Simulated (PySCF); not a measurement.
**A run with a changed setting**

The sound run of [Er(N2)2]3+ (singlet in the valence; each metal's 4f electrons, 11 of them, lie in its core potential, out of spins and levels) uses PySCF 2.14.0, RKS B3LYP, Er lcecp-1-SVP with ECP57, N def2-SVP; non-relativistic Hamiltonian with scalar-relativistic core potentials where named; density fitting; no spin-orbit coupling, grid (50, 194), threshold 1e-8 and 55 cycles at the relaxed geometry. This run, with dm0 from free metal ions and neutral atoms, differs:

```python
mol = gto.M(atom='''
Er    -0.20347     1.16025     0.00000
N      0.03037    -0.17318     1.96046
N      0.13736    -0.78325     2.87993
N      0.03037    -0.17318    -1.96046
N      0.13736    -0.78325    -2.87993''',
    basis={'Er': 'lcecp-1-SVP', 'N': 'def2-SVP'},
    ecp={'Er': 'lcecp-1-SVP'},
    charge=3, spin=8)
mf = dft.UKS(mol, xc='B3LYP')
mf.grids.atom_grid = (50, 194)  # f atoms: unpruned, at least (60, 302)
mf = mf.density_fit()  # fitting sets: Er AutoAux, N def2-universal-JKFIT
mf.conv_tol = 1e-08; mf.max_cycle = 83
mf.kernel(dm0)
mf.nuc_grad_method().kernel()
```

Q: What was changed, and how did it end?

A: The spin was changed. It converged in 35 cycles, 25.046 eV from the sound run, largest force component 23.26 eV/Å. The cycle limit differs too. These settings are unsound on purpose: the numbers aren't the compound's.
```
init E= -247.615167406071
cycle= 1 E= -254.226706153263  delta_E= -6.61  |g|= 1.02  |ddm|= 2.59
cycle= 2 E= -248.391698648558  delta_E= 5.84  |g|= 2.77  |ddm|= 3.75
cycle= 3 E= -254.633204737378  delta_E= -6.24  |g|= 0.502  |ddm|= 3.54
cycle= 4 E= -254.712115147056  delta_E= -0.0789  |g|= 0.407  |ddm|=  1.2
cycle= 5 E= -254.817094042149  delta_E= -0.105  |g|= 0.0497  |ddm|= 0.467
...
cycle= 33 E= -254.853996919494  delta_E= -1.52e-07  |g|= 0.000246  |ddm|= 0.00342
cycle= 34 E= -254.853997005043  delta_E= -8.55e-08  |g|= 7.71e-05  |ddm|= 0.0033
cycle= 35 E= -254.85399701342  delta_E= -8.38e-09  |g|= 5.22e-06  |ddm|= 0.000749
Extra cycle  E= -254.853997013412  delta_E= 8.75e-12  |g|= 8.77e-06  |ddm|= 2.5e-05
converged SCF energy = -254.853997013412  <S^2> = 20.012441  2S+1 = 9.0027643
```

Run from Python with OMP_NUM_THREADS=2; the lines above give its settings.
It took 6.4 s on 2 threads of Intel(R) Xeon(R) 6975P-C (Granite Rapids), with other jobs on the host.

An lcecp potential fixes the number of 4f electrons, so in runs with it no electron can move into or out of that shell.
